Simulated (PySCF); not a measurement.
How methods differ on the ionisation energy of Br+

Br+ [Ar] 3d10 4s2 4p4 (3P) → Br(2+) [Ar] 3d10 4s2 4p3 (4S), as a difference of total energies. Calculation: PySCF 2.14, in aug-cc-pVQZ-PP with ECP10MDF; a scalar-relativistic core potential. Correlated levels: valence: 3s2 3p6 3d10 frozen. The calculations carry no spin-orbit coupling.

```
           method  ionisation energy (eV)  error (eV)
              UHF                  20.230      -1.179
              LDA                  21.573      +0.164
              PBE                  21.301      -0.108
             PBE0                  21.327      -0.082
           r2SCAN                  21.410      +0.001
           B2PLYP                  21.310      -0.099
            M06-L                  21.125      -0.284
             BP86                  21.502      +0.093
            wB97X                  21.461      +0.052
    MP2 (valence)                  21.047      -0.362
SCS-MP2 (valence)                  21.141      -0.268
```

Reference: 21.409 eV (measured; NIST levels, between the centres of gravity of the two terms).

Errors of the correlated levels include the incompleteness of this basis and the frozen core.
